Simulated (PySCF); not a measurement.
Species: C₆H₁₁BO.
Atom-mapped SMILES: `[CH3:1][O:2][CH:3]=[C:4]=[CH:5][B:6]([CH3:7])[CH3:8]` (hydrogens: H9, H10, H11 on C1; H12 on C3; H13 on C5; H14, H15, H16 on C7; H17, H18, H19 on C8)

Method: PBE0-D3(BJ)/def2-SVP geometry optimisation, gas phase (PySCF 2.14.0); density fitting, grid level 2; the optimiser is geomeTRIC in internal coordinates, started from a GFN2-xTB structure.

Step 1: E = -9105.7786 eV
```
atom  x, y, z in Å  |  force x, y, z in eV/Å
C1      4.3477   -0.4130   -0.5120    0.079  -0.031   0.012
O2      3.0327   -0.1038   -0.8816    0.155  -0.031  -0.100
C3      2.2839    0.4534    0.0959   -0.158  -0.007   0.222
C4      1.1008    0.9923   -0.1020    0.032   0.046  -0.025
C5     -0.1162    1.4760   -0.2476   -0.023   0.014  -0.011
B6     -1.3926    0.5649   -0.1704    0.023   0.040   0.005
C7     -2.7935    1.2364   -0.4117   -0.078   0.032  -0.015
C8     -1.2650   -0.9675    0.1371    0.022  -0.092   0.050
H9      4.8414   -0.8500   -1.3908   -0.034   0.010   0.014
H10     4.3801   -1.1526    0.3114   -0.012   0.029  -0.023
H11     4.9158    0.4834   -0.1999   -0.032  -0.011  -0.021
H12     2.6839    0.4132    1.1220   -0.004  -0.003  -0.087
H13    -0.2194    2.5566   -0.4393    0.002  -0.028   0.007
H14    -2.8770    2.2431    0.0311    0.032  -0.018  -0.016
H15    -2.8909    1.3879   -1.5061    0.014  -0.014   0.037
H16    -3.6562    0.6313   -0.0955    0.009  -0.013  -0.005
H17    -1.5326   -1.1072    1.2042   -0.017   0.020  -0.048
H18    -0.2550   -1.3822    0.0024   -0.003   0.025  -0.001
H19    -1.9892   -1.5761   -0.4291   -0.009   0.032   0.007
```

Step 2: E = -9105.7812 eV
```
atom  x, y, z in Å  |  force x, y, z in eV/Å
C1      4.3738   -0.3920   -0.5192    0.005   0.010   0.017
O2      3.0506   -0.1126   -0.8831   -0.029   0.000  -0.038
C3      2.2847    0.4233    0.0985   -0.006   0.014   0.060
C4      1.1033    0.9671   -0.0978    0.017  -0.023  -0.041
C5     -0.1127    1.4546   -0.2413   -0.011   0.015  -0.013
B6     -1.4009    0.5602   -0.1668    0.023  -0.013  -0.005
C7     -2.7938    1.2456   -0.4189   -0.022   0.012   0.008
C8     -1.2960   -0.9729    0.1490    0.018  -0.027   0.014
H9      4.8683   -0.8222   -1.3998   -0.006  -0.005   0.000
H10     4.4260   -1.1253    0.3072    0.000   0.006   0.002
H11     4.9215    0.5192   -0.2172    0.002   0.001  -0.006
H12     2.6860    0.3803    1.1214    0.004  -0.015  -0.001
H13    -0.2076    2.5360   -0.4285    0.000   0.010   0.015
H14    -2.8636    2.2563    0.0153    0.008   0.000  -0.005
H15    -2.8823    1.3890   -1.5139    0.005  -0.006   0.000
H16    -3.6643    0.6518   -0.1027    0.009  -0.003   0.001
H17    -1.5790   -1.1016    1.2120   -0.013   0.006  -0.006
H18    -0.2901   -1.4003    0.0257    0.000   0.009   0.003
H19    -2.0251   -1.5704   -0.4218   -0.004   0.009  -0.005
```

Step 3: E = -9105.7818 eV
```
atom  x, y, z in Å  |  force x, y, z in eV/Å
C1      4.3679   -0.3814   -0.5340   -0.025   0.023  -0.011
O2      3.0357   -0.1168   -0.8754   -0.005  -0.036   0.049
C3      2.2781    0.4043    0.1229    0.003   0.033  -0.138
C4      1.1029    0.9587   -0.0787   -0.026   0.046   0.064
C5     -0.1087    1.4560   -0.2266    0.011  -0.037  -0.004
B6     -1.3959    0.5603   -0.1638   -0.009  -0.005  -0.017
C7     -2.7859    1.2453   -0.4342    0.007  -0.013   0.020
C8     -1.2960   -0.9721    0.1593    0.007   0.025  -0.008
H9      4.8467   -0.8156   -1.4208    0.018  -0.013  -0.004
H10     4.4423   -1.1057    0.2978    0.007  -0.008   0.017
H11     4.9121    0.5379   -0.2525    0.018   0.008   0.004
H12     2.6818    0.3454    1.1429    0.009  -0.024   0.020
H13    -0.1991    2.5391   -0.4045    0.003   0.007   0.013
H14    -2.8560    2.2593   -0.0090   -0.008   0.008   0.002
H15    -2.8611    1.3794   -1.5309   -0.002  -0.002  -0.019
H16    -3.6593    0.6536   -0.1228   -0.002   0.006   0.004
H17    -1.6018   -1.0949    1.2159   -0.008  -0.005   0.017
H18    -0.2880   -1.3990    0.0560   -0.002  -0.006   0.003
H19    -2.0168   -1.5677   -0.4236    0.003  -0.007  -0.011
```

**Question.** Estimate the geometry and energy of step 4. (The exact step hangs on the optimiser's Hessian estimate; all steps are aligned on step 3, rigid shifts and turns removed.)

**Answer.** E = -9105.7833 eV, largest force 0.095 eV/Å
```
atom  x, y, z in Å  |  force x, y, z in eV/Å
C1      4.3714   -0.3756   -0.5354   -0.019   0.023  -0.024
O2      3.0356   -0.1315   -0.8789   -0.050  -0.004   0.041
C3      2.2751    0.3938    0.1156    0.044  -0.002  -0.084
C4      1.1017    0.9547   -0.0779    0.019   0.031   0.009
C5     -0.1086    1.4567   -0.2186    0.007  -0.036   0.007
B6     -1.3959    0.5609   -0.1617   -0.021   0.004  -0.008
C7     -2.7849    1.2472   -0.4352    0.024  -0.016   0.013
C8     -1.2989   -0.9721    0.1598   -0.004   0.041  -0.012
H9      4.8505   -0.8309   -1.4115    0.015  -0.011  -0.002
H10     4.4551   -1.0756    0.3162    0.002  -0.006   0.015
H11     4.9097    0.5555   -0.2819    0.010   0.005   0.003
H12     2.6779    0.3235    1.1352   -0.005  -0.010   0.038
H13    -0.1973    2.5420   -0.3841    0.002   0.000   0.006
H14    -2.8538    2.2625   -0.0130   -0.012   0.006   0.002
H15    -2.8571    1.3778   -1.5326   -0.007  -0.001  -0.015
H16    -3.6590    0.6567   -0.1239   -0.008   0.007   0.004
H17    -1.6178   -1.0960    1.2125   -0.003  -0.008   0.014
H18    -0.2902   -1.3990    0.0661   -0.002  -0.011   0.004
H19    -2.0146   -1.5645   -0.4327    0.008  -0.013  -0.010
```

The energy changes by -0.0015 eV. The first-order estimate −F·Δx gives -0.0021 eV and the mean of the old and new forces, exact on a quadratic surface, -0.0015 eV. The step makes an angle of 81° with the force vector and moves no atom by more than 0.038 Å.

What follows is the cost of the whole optimisation. The run took 2.4 min on an Arm Neoverse V1 with one thread (shared host), and the process peaked at 0.84 GiB of memory.
